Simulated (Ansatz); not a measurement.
Born–Oppenheimer molecular dynamics of BBrF₂H₂ (6 atoms, charge 0, multiplicity 1). It starts at the highest image of a converged band, a first-order saddle point between two minima.

These are results of RKS PBE/def2-SVPD (Ansatz 0.2.0), not measurements.

* ensemble: NVE (velocity Verlet)
* time step: 0.5 fs
* steps asked: 200
* starting velocities drawn for: 100 K
* seed: 7844

Frames 5 fs apart, positions in Å, forces in eV/Å.

Velocities at 10 fs (Å/ps):

```
B -1.73 2.21 2.61
H 4.27 -8.04 -6.76
F 0.21 -0.27 -0.70
F -0.24 1.11 -1.26
Br 0.19 -0.38 0.12
H -0.28 -1.28 6.12
```

```xyz
6
Properties=species:S:1:pos:R:3:forces:R:3 time_fs=10 energy_less_start_eV=0.031 T=41
B 0.006 -0.174 0.110 -0.11 -0.11 0.28
H -0.032 0.194 1.341 0.14 0.21 0.45
F 1.154 0.116 -0.474 0.79 0.19 -0.45
F -1.158 0.065 -0.470 -0.72 0.06 -0.40
Br 0.081 -2.418 0.683 0.05 -0.12 0.07
H 0.106 -0.877 1.396 -0.16 -0.23 0.06
6
Properties=species:S:1:pos:R:3:forces:R:3 time_fs=15 energy_less_start_eV=-0.004 T=108
B -0.002 -0.164 0.124 0.30 0.22 0.10
H 0.001 0.191 1.371 0.00 0.15 0.11
F 1.159 0.116 -0.480 0.18 0.02 -0.11
F -1.163 0.071 -0.479 -0.40 -0.01 -0.13
Br 0.082 -2.421 0.684 0.01 -0.12 0.12
H 0.088 -0.920 1.425 -0.09 -0.27 -0.09
6
Properties=species:S:1:pos:R:3:forces:R:3 time_fs=20 energy_less_start_eV=-0.021 T=142
B -0.004 -0.148 0.140 0.30 1.11 0.25
H 0.034 0.218 1.417 -0.16 -0.21 -0.71
F 1.166 0.115 -0.487 -0.34 -0.17 0.11
F -1.173 0.076 -0.489 0.22 -0.19 0.21
Br 0.083 -2.423 0.685 -0.03 -0.42 0.08
H 0.048 -1.024 1.438 0.01 -0.12 0.05
6
Properties=species:S:1:pos:R:3:forces:R:3 time_fs=25 energy_less_start_eV=-0.108 T=308
B 0.000 -0.108 0.160 -0.07 1.45 -1.13
H 0.033 0.213 1.336 -0.16 0.23 0.47
F 1.169 0.113 -0.493 -0.44 -0.24 0.04
F -1.181 0.080 -0.496 0.67 -0.31 0.31
Br 0.084 -2.427 0.686 -0.03 -1.01 -0.05
H 0.008 -1.161 1.467 0.03 -0.11 0.36
6
Properties=species:S:1:pos:R:3:forces:R:3 time_fs=30 energy_less_start_eV=-0.283 T=647
B 0.003 -0.037 0.157 -0.35 1.21 -0.48
H -0.004 0.251 1.339 -0.02 0.16 0.19
F 1.167 0.108 -0.499 -0.23 -0.06 -0.15
F -1.181 0.079 -0.500 0.60 -0.17 0.08
Br 0.085 -2.434 0.688 0.01 -1.18 -0.17
H -0.027 -1.314 1.584 -0.02 0.04 0.53
6
Properties=species:S:1:pos:R:3:forces:R:3 time_fs=35 energy_less_start_eV=-0.451 T=972
B -0.002 0.060 0.146 -0.22 0.65 1.09
H -0.044 0.327 1.375 0.16 -0.01 -0.84
F 1.163 0.102 -0.506 -0.06 0.19 -0.25
F -1.173 0.077 -0.504 0.14 0.08 -0.33
Br 0.086 -2.444 0.689 -0.09 -0.25 0.71
H -0.063 -1.484 1.797 0.08 -0.67 -0.39
6
Properties=species:S:1:pos:R:3:forces:R:3 time_fs=40 energy_less_start_eV=-0.586 T=1234
B -0.010 0.171 0.150 0.31 -0.43 -0.96
H -0.051 0.417 1.286 0.13 0.48 1.12
F 1.157 0.099 -0.517 -0.33 0.41 -0.05
F -1.163 0.075 -0.511 -0.10 0.27 -0.45
Br 0.087 -2.455 0.691 -0.02 -0.54 0.29
H -0.084 -1.783 1.952 0.00 -0.19 0.05
6
Properties=species:S:1:pos:R:3:forces:R:3 time_fs=45 energy_less_start_eV=-0.656 T=1369
B -0.013 0.274 0.144 0.36 -0.54 0.45
H -0.026 0.597 1.342 0.05 0.06 -0.79
F 1.147 0.101 -0.528 -0.44 0.57 0.16
F -1.155 0.077 -0.523 0.04 0.45 -0.09
Br 0.087 -2.467 0.695 -0.05 -0.38 0.60
H -0.103 -2.144 2.098 0.04 -0.16 -0.32
6
Properties=species:S:1:pos:R:3:forces:R:3 time_fs=50 energy_less_start_eV=-0.670 T=1395
B -0.008 0.365 0.141 0.01 -0.81 -0.56
H 0.009 0.801 1.277 -0.08 0.06 -0.37
F 1.131 0.110 -0.537 -0.30 0.56 0.27
F -1.145 0.084 -0.536 0.37 0.60 0.42
Br 0.087 -2.481 0.701 -0.11 -0.39 1.12
H -0.111 -2.534 2.165 0.11 -0.01 -0.89
6
Properties=species:S:1:pos:R:3:forces:R:3 time_fs=55 energy_less_start_eV=-0.700 T=1455
B -0.003 0.438 0.125 -0.36 -0.71 -1.41
H 0.027 1.033 1.146 -0.13 0.21 0.44
F 1.113 0.125 -0.543 0.22 0.29 0.19
F -1.132 0.099 -0.544 0.26 0.51 0.61
Br 0.088 -2.496 0.709 0.03 -0.24 0.05
H -0.098 -2.934 2.061 -0.02 -0.06 0.12
6
Properties=species:S:1:pos:R:3:forces:R:3 time_fs=60 energy_less_start_eV=-0.657 T=1372
B -0.006 0.499 0.083 -0.30 1.00 0.40
H 0.015 1.278 1.069 -0.11 -0.84 -0.75
F 1.097 0.144 -0.547 0.92 -0.06 -0.03
F -1.115 0.120 -0.545 -0.52 0.14 0.28
Br 0.088 -2.512 0.719 -0.07 -0.71 0.76
H -0.082 -3.332 1.932 0.09 0.46 -0.65
6
Properties=species:S:1:pos:R:3:forces:R:3 time_fs=65 energy_less_start_eV=-0.662 T=1380
B -0.014 0.576 0.043 0.22 -0.06 -1.07
H -0.021 1.381 0.881 0.01 0.57 0.97
F 1.092 0.163 -0.551 0.90 -0.10 0.09
F -1.106 0.143 -0.542 -1.15 -0.20 -0.06
Br 0.088 -2.530 0.730 -0.02 -0.65 0.39
H -0.050 -3.632 1.680 0.04 0.44 -0.32
```

Of the whole run (100 fs, mean temperature of the second half 1424 K): The conserved energy stayed within 0.05 meV per atom of its start (net change -0.012 meV per atom), so the integration is sound. The kinetic energy rose, since the run started high on the potential surface and went downhill. It ends in pieces (BF2H + BrH), so much of that is their flight and rotation, not heat. A run of 0.1 ps of so small a system gives no equilibrium averages. The orbitals stay closed-shell, which can raise the energy where a bond breaks towards radicals; this wasn't checked here.

Run time: 2.6 min on 4 threads of AMD EPYC 7B13 (Zen 3), with other jobs on the host, peak memory 0.19 GiB.
